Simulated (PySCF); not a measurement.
H5P, SMILES [H][P@TB7]([H])([H])([H])[H].

Geometry optimised at PBE0-D3(BJ)/def2-TZVPD.

Two levels are set side by side: PBE/def2-TZVPD (PySCF) and ωB97X/def2-TZVPD (PySCF). Same geometry, gas phase. Differences are taken from unrounded values.

| quantity | ωB97X |
|---|---|
| orbital gap (eV) | 10.02 |
| highest occupied level (eV) | -8.45 |
| lowest empty level (eV) | 1.56 |
| mean polarisability (bohr³) | 34.3 |

Q: What does PBE give, and how far is it from ωB97X? (Estimate from the structure and the level; the computed values follow.)

A: 
```
quantity                       PBE  PBE minus ωB97X
---------------------------  -----  ---------------
orbital gap (eV)              4.05            -5.97
highest occupied level (eV)  -5.04             3.42
lowest empty level (eV)      -0.99            -2.55
mean polarisability (bohr³)   35.9              1.6
```

Without exact exchange PBE keeps part of each electron's self-repulsion, which lifts occupied levels and narrows the gap. Loosely held outer electrons make PBE densities more polarisable. Differences between two approximate levels are no errors against the true value.

Rough cost on one machine, each run with all the roots and properties that it gave: ωB97X against PBE within a factor of 2.
